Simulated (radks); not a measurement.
The table gives one normalised radial function P(r) = r R(r) of Ti7+ in [Ne] 3s2 3p3 (r in bohr). All-electron calculation, scalar-relativistic Kohn-Sham, LDA (Slater exchange, VWN5 correlation), spin-polarised, spherical densities, finite nucleus; open shells are filled with parallel spins first; Fermi nuclear charge, rms radius 3.5921 fm. Program: a radial shooting solver on a logarithmic mesh with Libxc functionals.

| r | P |
|---|---|
| 0.006428 | 0.3424 |
| 0.009067 | 0.4525 |
| 0.01279 | 0.5824 |
| 0.01804 | 0.7208 |
| 0.02545 | 0.8406 |
| 0.0359 | 0.8910 |
| 0.05063 | 0.7952 |
| 0.07142 | 0.4671 |
| 0.09995 | -0.1190 |
| 0.141 | -0.9049 |
| 0.1989 | -1.6015 |
| 0.2805 | -1.8378 |
| 0.3957 | -1.4615 |
| 0.5582 | -0.7687 |
| 0.7873 | -0.2399 |
| 1.111 | -0.0372 |
| 1.567 | -0.0022 |
| 2.21 | 0.0000 |
| 3.117 | 0.0000 |

Which n and l does it have? It may be an empty orbital.

Answer. n = 2, l = 0: the number of nodes gives n - l - 1 = 1, the rise at small r (about r^(l+1)) gives l, and the extent must fit the shell. The curve is that of 2s up; the table hardly tells the two spins apart. 2s up: eigenvalue -674.16 eV, 1 radial node at r = 0.0943 bohr, <r> = 0.325 bohr, 90 % of the charge inside 0.504 bohr.
